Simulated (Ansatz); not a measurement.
A structure relaxed at r2SCAN-D4/def2-SVP in Ansatz, charge 0, singlet:

```xyz
8

Ga   -1.5919    1.1534   -0.2162
Ga   -0.6578   -1.4803    1.1140
Ga    1.0275   -0.7504   -2.2153
Ga    2.0247    1.2000    0.9937
F    -2.2633   -0.3348    0.9077
F     1.9311    0.2728   -0.7654
F    -0.5731   -0.6850   -0.9944
F     0.1028    0.6243    1.1760
```

(1) Give its formula and point group.

(2) Summarise the bond lengths by kind (pairs closer than 1.2 times the sum of covalent radii, bridged metal pairs left out).

Results:

(1) the cluster Ga₄F₄. Point group C2v (tolerance 0.1 Å).

(2) 6 × F–Ga 1.98 to 2.01 Å.

Another isomer (singlet) lies 0.10 eV lower at PBE0-D4/def2-TZVP; other spin states weren't run for this one.
